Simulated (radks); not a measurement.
Q: Charge is removed step by step from the 2p level of K12+, starting from [He] 2s2 2p3. All-electron calculation, scalar-relativistic Kohn-Sham, PBE, spin-unpolarised, spherical densities, finite nucleus; Fermi nuclear charge, rms radius 3.4349 fm. Program: a radial shooting solver on a logarithmic mesh with Libxc functionals. At the starting occupation the eigenvalue is -674.02 eV. Estimate the energy to remove one whole electron from this level, the eigenvalue at the end, and how far E(n) bends from a straight line.

A: Delta-SCF 709.57 eV; final eigenvalue -745.61 eV; the deviation from the straight line is -8.950 eV at 0.5 electron removed, the largest on the grid computed. Slater's transition state (half an electron removed) gives 709.53 eV. Integrating minus the eigenvalue over the occupation (Janak's theorem) gives 709.62 eV. In this scalar-relativistic scheme the density is built from large components alone, so the theorem holds only approximately. The mean slope of the eigenvalue, de/dn, is 71.6 eV per electron. Ionisation energy of K12+ in the NIST Atomic Spectra Database: 714.7 eV (semi-empirical).

Beside tabulated values, note that spin-unpolarised runs miss the spin-polarisation part of the exchange energy of open shells.
